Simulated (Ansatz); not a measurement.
Species: GeHBr2, charge 0, doublet. GeHBr2 (SMILES [Br][GeH][Br], doublet).
B3LYP-D3(BJ)/def2-TZVP minimum from Ansatz (an electronic-structure program):
```
Ge
H 1 1.5627
Br 1 2.3362 2 106.58
Br 1 2.3362 2 106.58 3 -116.78
```
Charge 0, spin multiplicity 2.

Total energies in cc-pVDZ, 19 correlated electrons, 42 frozen orbitals. Radicals and triplets start from unrestricted determinants; spin-orbit coupling is neglected. Correlated methods leave the cores frozen (noble-gas shells, and filled d and f shells in the p block). No relativity. Spin-orbit terms, left out, reach several kcal/mol for Br and I, and more for heavier atoms.

```json
[
 {"method": "HF", "program": "Ansatz", "energy (Eh)": "-7220.75151", "minus CCSDT(Q) (mEh)": "342.37"},
 {"method": "MP2", "program": "Ansatz", "energy (Eh)": "-7221.05211", "minus CCSDT(Q) (mEh)": "41.77"},
 {"method": "CCSD", "program": "Ansatz", "energy (Eh)": "-7221.08403", "minus CCSDT(Q) (mEh)": "9.85"},
 {"method": "CCSD(T)", "program": "Ansatz", "energy (Eh)": "-7221.09211", "minus CCSDT(Q) (mEh)": "1.77"},
 {"method": "CCSDT(Q)", "program": "Ansatz", "energy (Eh)": "-7221.09388", "minus CCSDT(Q) (mEh)": "0.00"}
]
```

Rough core times of Ansatz's runs on a shared machine: CCSD(T) under 20 s, CCSDT(Q) 3 min.
